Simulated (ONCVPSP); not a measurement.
Scattering properties, ONCV potential for samarium (Sm)

ONCVPSP 4.0.1 input, shortened (lines: element, Z, core and valence counts, functional; n l f; lmax; l rc ep ncon nbas qcut; lloc lpopt rc5 dvloc0; l nproj debl; icmod fcfact rcfact), PBE, scalar-relativistic:

```
  Sm 62.00   11    3        4      upf
    1    0    2.00
    2    0    2.00
    2    1    6.00
    3    0    2.00
    3    1    6.00
    3    2   10.00
    4    0    2.00
    4    1    6.00
    4    2   10.00
    5    0    2.00
    5    1    6.00
    4    3    6.00
    6    0    1.00
    6    1    1.00
    3
    0    3.35    0.00    4    8    1.90
    1    3.85    0.00    4    8    1.90
    2    3.35    0.39    4    7    2.60
    3    1.30    0.00    4    9   10.70
    3    5    1.30    0.00
    0    2    3.70
    1    1    3.60
    2    2    2.50
    3    0    2.80
    2    0.40    0.80
```

In the d channel the program set the typed energies aside and used -0.097, 2.403 Ha.

The phase is arctan(r·R′/R) of the radial function R(r), unwrapped; energies in Ha, scanned from -2 to 5 Ha. A pole is an energy at which the radial function vanishes at the test radius. The pseudo phase is shifted by a multiple of π to meet the all-electron one at the reference energy, and phase errors are pseudo minus all-electron; the curves can meet again beyond the range given. Levels narrower than the energy grid can be missing from the lists of poles.

**Question.** For each channel, where are the poles, and over which energies does the pseudopotential scatter like the atom?

**Answer.**

```
channel  radius (bohr)  reference energy (Ha)  poles, all-electron            poles, pseudo  unbroken range about the reference energy with phases within 0.05 rad  phase error 1 Ha above the reference energy (rad)
      s           3.40                  -0.16    -1.63, 0.67, 3.54        -0.70, 0.61, 3.54                                                            -0.7 to 1.1                                             -0.026
      p           3.90                  -0.07    -0.89, 0.69, 2.84  -0.69, 0.57, 2.04, 4.73                                                            -0.6 to 0.6                                             -0.262
      d           3.40                  -0.10           0.14, 2.08         0.14, 1.69, 2.09                                                              below 1.7                                             -0.022
      f           1.32                  -0.14                 0.68                     0.88                                                            -0.5 to 0.8                                             +0.057
```

Note: ghosts flagged at negative energy: s at -327.9 eV, s at -19.3 eV, p at -349.3 eV, p at -18.7 eV; GHOST(+) flagged for d at 49.4 eV, d at 50.9 eV, s at 123.3 eV. A true bound ghost makes a file unfit for plane-wave use.

Phases in the d channel:

| E (Ha) | all-electron | pseudo |
| --- | --- | --- |
| -1.98 | 1.393 | 1.393 |
| -1.80 | 1.382 | 1.382 |
| -1.62 | 1.369 | 1.369 |
| -1.44 | 1.353 | 1.353 |
| -1.26 | 1.332 | 1.332 |
| -1.08 | 1.305 | 1.305 |
| -0.90 | 1.266 | 1.266 |
| -0.72 | 1.204 | 1.204 |
| -0.54 | 1.087 | 1.087 |
| -0.36 | 0.766 | 0.767 |
| -0.18 | -0.536 | -0.535 |
| 0.00 | -1.377 | -1.377 |
| 0.18 | -1.615 | -1.614 |
| 0.36 | -1.771 | -1.769 |
| 0.54 | -1.973 | -1.970 |
| 0.72 | -2.463 | -2.462 |
| 0.90 | -3.655 | -3.677 |
| 1.08 | -4.256 | -4.274 |
| 1.26 | -4.458 | -4.473 |
| 1.44 | -4.556 | -4.573 |
| 1.62 | -4.616 | -4.648 |
| 1.80 | -4.660 | -7.766 |
| 1.98 | -4.695 | -7.831 |
| 2.16 | -4.727 | -7.867 |
| 2.34 | -4.758 | -7.899 |
| 2.52 | -4.793 | -7.934 |
| 2.70 | -4.836 | -7.975 |
| 2.88 | -4.900 | -8.030 |
| 3.06 | -5.017 | -8.119 |
| 3.24 | -5.332 | -8.298 |
| 3.42 | -6.528 | -8.818 |
| 3.60 | -7.370 | -9.993 |
| 3.78 | -7.587 | -10.524 |
| 3.96 | -7.679 | -10.704 |
| 4.14 | -7.730 | -10.790 |
| 4.32 | -7.764 | -10.841 |
| 4.50 | -7.789 | -10.875 |
| 4.68 | -7.809 | -10.900 |
| 4.86 | -7.826 | -10.919 |
